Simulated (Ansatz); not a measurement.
`C[Se][Sn]([CH3])([F])[Cl]` + `[F][In]([F])[F]` → `C[Se][In]([F])[F]` + `[CH3][Sn]([F])([F])[Cl]`  (redistribution)

Computed with Ansatz on PBE0-D4/def2-TZVP structures; ΔE is electronic, products minus reactants. CCSD(T)/CBS adds triple-zeta CCSD(T) − MP2 to the extrapolated MP2 energy (def2 sets, frozen cores). Functionals use def2-TZVPP. def2 core potentials past Kr. For In, Se, Sn outer-core shells are correlated without core-valence functions, which leaves a few kJ/mol of doubt a bond. Scalar relativity is left out up to krypton. One conformer a species, not always the lowest.

`C[Se][Sn]([CH3])([F])[Cl]`:

Z-matrix (Å, degrees):
```
C
Se 1 1.962
H 1 1.087 2 110.1
H 1 1.087 2 110.1 3 -122.8
H 1 1.089 2 105.5 3 118.5
Sn 2 2.491 1 95.8 3 58.2
F 6 1.923 2 107.0 1 59.9
C 6 2.117 2 120.0 1 -177.6
Cl 6 2.328 2 108.7 1 -48.5
H 8 1.089 6 109.3 2 67.3
H 8 1.089 6 107.8 2 -173.0
H 8 1.089 6 109.2 2 -53.4
```

`[F][In]([F])[F]`:

Z-matrix (Å, degrees):
```
In
F 1 1.918
F 1 1.918 2 120.0
F 1 1.918 2 120.0 3 180.0
```

`C[Se][In]([F])[F]`:

```xyz
8

C     0.380   -0.410    1.429
Se   -0.634   -1.393    0.063
In   -0.533    0.314   -1.698
F     0.383    1.998   -1.380
F    -1.268    0.263   -3.486
H    -0.127    0.513    1.694
H     0.407   -1.076    2.290
H     1.391   -0.210    1.087
```

`[CH3][Sn]([F])([F])[Cl]`:

Z-matrix (Å, degrees):
```
C
Sn 1 2.106
H 1 1.089 2 108.7
H 1 1.089 2 108.1 3 119.9
H 1 1.089 2 108.7 3 -120.2
F 2 1.903 1 111.7 3 -178.1
F 2 1.903 1 111.7 3 -63.1
Cl 2 2.295 1 117.1 3 59.4
```

**Question.** Is it downhill or uphill in electronic energy at CCSD(T)/CBS, and by how much? (Best estimate.)

**Answer.** Computed: Downhill: ΔE = -47.2 kJ/mol.

**Question.** What do these levels give: PBE-D4, r2SCAN-D4, CCSD(T)/def2-SVP, MP2/def2-TZVPP, SCS-MP2/def2-TZVPP, CCSD(T)/def2-TZVPP? (An estimate is asked.)

**Answer.** The calculation gave: PBE-D4 -47.6, r2SCAN-D4 -50.9, CCSD(T)/def2-SVP -38.0, MP2/def2-TZVPP -45.0, SCS-MP2/def2-TZVPP -46.6, CCSD(T)/def2-TZVPP -48.0 kJ/mol.

Largest T1 diagnostic among the species: 0.018.

In def2-TZVPP, CCSD(T) changes the Hartree–Fock value by +6.7 kJ/mol (the triples alone add +1.9 kJ/mol) and MP2 by +9.7 kJ/mol. Leaving LDA and LC-ωPBE aside and taking each functional with its dispersion term where it has one, the values, not all of them listed here, spread over 8.1 kJ/mol, from B2PLYP to revPBE-D4.
